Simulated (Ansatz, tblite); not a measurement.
Spin states of the cluster ZnBr₂⁻ (the lowest doublet isomer of a short search), each relaxed with PBE-D4/def2-TZVPD in Ansatz. Electronic energies in the gas phase.

The xTB rows come from tblite. Correlated methods freeze 27 core orbitals; core or outer-core shells of Br are correlated, in sets that lack core-valence functions. The rows differ in basis, and correlated rows in double-zeta sets carry the largest basis error. In the quartet, Br2 and Br3 lie 2.94 Å apart (atoms count from 1), so these atoms are partly bonded to each other. The structure comes from a short search, and lower isomers may exist.

Doublet geometry (C2v within 0.1 Å):

Cartesian coordinates in Å:
```
Zn 0.416 0.125 0.696
Br -0.805 -1.991 0.354
Br 0.389 1.867 -1.051
```

Quartet geometry (C2v within 0.1 Å):

Cartesian coordinates in Å:
```
Zn -0.060 0.227 1.437
Br 1.272 -0.883 -0.546
Br -1.212 0.656 -0.892
```

Run but left out: HF/STO-3G (doublet: ⟨S²⟩ 1.76, where a pure state has 0.75).

Only these spin states were relaxed.

Task: Estimate which spin state lies lowest at each of these levels, and by how much: GFN1-xTB; HF/def2-SVPD; HF/def2-TZVPD; PBE-D4/def2-TZVPD; revPBE-D4/def2-TZVPD; r2SCAN-D4/def2-TZVPD; ωB97X-V/def2-TZVPD; ωB97M-V/def2-TZVPD; RPA@PBE/def2-TZVPD; MP2/def2-TZVPD; CCSD/def2-SVPD; CCSD(T)/def2-SVPD.

Result: 
```csv
level,quartet − doublet (kJ/mol),lowest of these,remarks
GFN1-xTB,558.4,doublet,–
HF/def2-SVPD,434.6,doublet,–
HF/def2-TZVPD,419.8,doublet,–
PBE-D4/def2-TZVPD,413.2,doublet,"HOMO above zero (doublet), HOMO above zero (quartet)"
revPBE-D4/def2-TZVPD,407.5,doublet,"HOMO above zero (doublet), HOMO above zero (quartet)"
r2SCAN-D4/def2-TZVPD,425.5,doublet,HOMO above zero (quartet)
ωB97X-V/def2-TZVPD,463.1,doublet,–
ωB97M-V/def2-TZVPD,456.7,doublet,HOMO above zero (quartet)
RPA@PBE/def2-TZVPD,429.9,doublet,–
MP2/def2-TZVPD,456.6,doublet,–
CCSD/def2-SVPD,461.1,doublet,–
CCSD(T)/def2-SVPD,459.2,doublet,–
```

The xTB methods have no term that favours high spin, so they put low spin too low.

| state | donor atoms | mean metal–ligand distance (Å) | range (Å) | Mulliken spin on the metal (PBE0) |
| --- | --- | --- | --- | --- |
| doublet | 2 | 2.467 | 2.47–2.47 | 0.87 |
| quartet | 2 | 2.634 | 2.63–2.63 | 2.06 |

⟨S²⟩ at PBE0-D4/def2-TZVPD: doublet 0.75 (pure 0.75), quartet 3.76 (pure 3.75).
